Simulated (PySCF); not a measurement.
CH6BNO, SMILES CNBO.

Coordinates come from a PBE0-D3(BJ)/def2-SVP optimisation. One conformer was computed; it need not be the lowest.

Method: PBE/def2-TZVP in PySCF.

Symmetry labels are those of the subgroup Cs that the program uses (full group Cs).

Q: List the valence orbital energies around the gap with their symmetry. (An estimate is asked for; the answer gives what the named calculation found.)

A: 
```tsv
orbital	symmetry	energy (eV)
HOMO−7	A'	-12.76
HOMO−6	A'	-11.67
HOMO−5	A"	-10.70
HOMO−4	A'	-9.41
HOMO−3	A'	-8.79
HOMO−2	A"	-8.36
HOMO−1	A'	-7.75
HOMO	A"	-5.94
LUMO	A'	-0.15
LUMO+1	A"	0.46
LUMO+2	A'	0.57
LUMO+3	A'	1.55
```
